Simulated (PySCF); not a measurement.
# Ionisation energy of Ce²⁶⁺ by level of theory

Ce²⁶⁺ [Ar] 3d10 4s2 4p2 (3P) → Ce²⁷⁺ [Ar] 3d10 4s2 4p1 (2P), as a difference of total energies. Calculation: PySCF 2.14, in an even-tempered Gaussian basis (19 s from 1.8 bohr⁻², ratio 2.5; 14 p from 2.3 bohr⁻², ratio 2.5; 8 d from 4.1 bohr⁻², ratio 2.5; 5 f from 13 bohr⁻², ratio 2.7; 4 g from 19 bohr⁻², ratio 2.7); the spin-free X2C one-electron Hamiltonian (Gaussian nucleus). Correlated levels: outer shells: [Ne] frozen; virtual orbitals above 40 to 60 times the deepest correlated orbital energy dropped. The calculations carry no spin-orbit coupling.

```csv
method,ionisation energy (eV)
UHF,910.53
LDA,912.37
PBE0,911.90
BHandHLYP,911.94
BLYP,912.14
MP2 (outer shells),911.60
SCS-MP2 (outer shells),911.38
```

Question: Estimate what PBE gives.

Answer: 911.94 eV, closest to BHandHLYP among the rows shown.

Question: Estimate what r2SCAN gives.

Answer: 912.15 eV, closest to BLYP among the rows shown.

Spin-orbit coupling is strong in these open shells (close to jj coupling). The scalar numbers leave it out and a first-order estimate fails, so it can dominate the gap to the real levels.

Breit and QED terms and the two-electron picture change are absent.

For comparison: 924 ± 4 eV (theoretical estimate listed by NIST; NIST Atomic Spectra Database, ionization energies).
